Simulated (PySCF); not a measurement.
Basis-set dependence of excited states

Species: C2H4BFO2.
InChI=1S/C2H4BFO2/c1-2(4)3(5)6/h5-6H,1H2

TDDFT with PBE0 (PySCF), vertical singlets, core orbitals frozen in the response, spherical d and f functions. The structure is a single PBE0-D3(BJ)/def2-SVP conformer in the gas phase; no vibrational or solvent corrections.

Problem. How do the low singlets change with the basis? Take 6-31G*, def2-SVP, 6-31+G*, def2-SVPD, aug-cc-pVDZ, def2-TZVP and def2-TZVPD.

Solution. 

| basis | functions | diffuse | S1 (eV) | S2 (eV) | S3 (eV) | S4 (eV) | S5 (eV) | LUMO (eV) | α (au) |
| --- | --- | --- | --- | --- | --- | --- | --- | --- | --- |
| 6-31G* | 92 | no | 6.57 | 7.26 | 7.46 | 8.14 | 8.24 | -0.09 | 37.6 |
| def2-SVP | 104 | no | 6.56 | 7.06 | 7.23 | 8.07 | 8.18 | -0.34 | 38.6 |
| 6-31+G* | 116 | yes | 5.91 | 6.34 | 6.97 | 7.25 | 7.27 | -0.64 | 44.7 |
| def2-SVPD | 161 | yes | 6.17 | 6.38 | 7.20 | 7.52 | 7.70 | -0.72 | 48.1 |
| aug-cc-pVDZ | 174 | yes | 5.94 | 6.28 | 6.84 | 7.11 | 7.20 | -0.71 | 48.9 |
| def2-TZVP | 210 | no | 6.39 | 6.59 | 7.20 | 7.89 | 8.02 | -0.60 | 45.4 |
| def2-TZVPD | 267 | yes | 6.02 | 6.32 | 7.10 | 7.20 | 7.34 | -0.70 | 49.0 |

States are compared by their number. Against the largest diffuse basis here (def2-TZVPD, itself not a converged limit), sets without diffuse functions differ by up to 0.55 eV in S1 and 0.89 eV in S5; the smaller diffuse sets differ by up to 0.15 and 0.36 eV. Every set without diffuse functions puts S1 more than 0.3 eV higher, so even the lowest state needs them here. State by state, the largest deviation of a set without diffuse functions is S1 0.55, S2 0.94, S3 0.36, S4 0.94, S5 0.89 eV. The same number needn't mean the same state in each row. Against def2-TZVPD the polarisability deviates by -23% in 6-31G*, -21% in def2-SVP, -9% in 6-31+G*, -2% in def2-SVPD, 0% in aug-cc-pVDZ, -7% in def2-TZVP. A single + in a Pople set puts diffuse functions on heavy atoms only.
